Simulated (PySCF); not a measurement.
## Atomic charges by several schemes

Compound: Si(vinyl)3F, C₆H₉FSi.
Geometry (PBE0-D3(BJ)/def2-SVP, Å), atoms numbered from 1 in this order:
```xyz
17
C6H9FSi angstrom
Si     0.0159    0.0143    0.0189
C     -0.2656    0.1258    1.8548
C     -1.0369   -0.7458    2.5148
H      0.2153    0.9336    2.4230
H     -1.5384   -1.5710    1.9972
H     -1.2016   -0.6777    3.5960
C      1.8145   -0.2269   -0.3939
C      2.2662   -1.3166   -1.0256
H      2.5371    0.5511   -0.1124
H      1.5882   -2.1222   -1.3280
H      3.3257   -1.4542   -1.2682
C     -0.7161    1.4664   -0.8856
C     -1.6923    1.3309   -1.7912
H     -0.3360    2.4749   -0.6725
H     -2.1062    0.3475   -2.0398
H     -2.1207    2.1884   -2.3223
F     -0.7778   -1.3191   -0.5049
```

Density: PBE0/pcSseg-1 (PySCF); schemes: Mulliken, IAO, Hirshfeld and ESP-fitted. Geometry: PBE0-D3(BJ)/def2-SVP, one conformer, isolated molecule.

Problem. Atoms with like bonding are taken together and averaged. Which atoms carry the lowest charge in the Mulliken, IAO, Hirshfeld and ESP-fitted schemes?

Solution. The schemes don't all agree: Mulliken C2/C7/C12 (-0.505); IAO F17 (-0.537); Hirshfeld F17 (-0.191); ESP-fitted C2/C7/C12 (-0.412).

Problem. Do the Mulliken, IAO, Hirshfeld and ESP-fitted schemes agree on where the charge is highest?

Solution. All schemes agree: Mulliken Si1 (+1.312); IAO Si1 (+1.346); Hirshfeld Si1 (+0.445); ESP-fitted Si1 (+0.827).

Problem. Give the atomic charges in each scheme.

Solution. In e; atoms taken as equivalent share a row and are averaged (×n: the atom named and its like, n in all):

```csv
atom,environment,Mulliken,IAO,Hirshfeld,ESP-fitted
Si1,silicon bonded to 3 C and F,+1.312,+1.346,+0.445,+0.827
C2/C7/C12,"carbon bonded to C, Si and H",-0.505,-0.459,-0.149,-0.412
C3/C8/C13,carbon bonded to C and 2 H,-0.180,-0.261,-0.076,-0.246
H4/H9/H14,hydrogen on C2,+0.135,+0.152,+0.044,+0.180
H5/H10/H15,hydrogen on C3,+0.134,+0.151,+0.046,+0.149
H6,hydrogen on C3,+0.125,+0.147,+0.049,+0.151
H11,hydrogen on C8,+0.125,+0.147,+0.049,+0.151
H16,hydrogen on C13,+0.125,+0.147,+0.049,+0.151
F17,fluorine bonded to Si,-0.443,-0.537,-0.191,-0.293
```

Mean size of the charges over all atoms: IAO 0.317 e, Mulliken 0.294 e, ESP-fitted 0.266 e, Hirshfeld 0.102 e. Each set sums to the total charge, 0, to within 0.001 e. The IAO scheme counts the electrons in orthogonalised intrinsic atomic orbitals, a minimal basis polarised so that it spans the occupied orbitals exactly.

Problem. How closely do the schemes follow one another over all atoms?

Solution. Correlation coefficient and root-mean-square difference: IAO with Hirshfeld 1.00, 0.289 e; Mulliken with Hirshfeld 0.99, 0.276 e; Mulliken with IAO 0.99, 0.048 e; IAO with ESP-fitted 0.97, 0.141 e; Mulliken with ESP-fitted 0.97, 0.134 e; Hirshfeld with ESP-fitted 0.97, 0.183 e.

Problem. How many electrons does the ESP-fitted scheme count on F17?

Solution. Z − q = 9 − (-0.293) = 9.293.

Problem. Sum the charges by element, for elements with more than one atom.

Solution. 
```csv
element,atoms,Mulliken,IAO,Hirshfeld,ESP-fitted
C,6,-2.053,-2.160,-0.675,-1.971
H,9,+1.184,+1.351,+0.420,+1.438
```
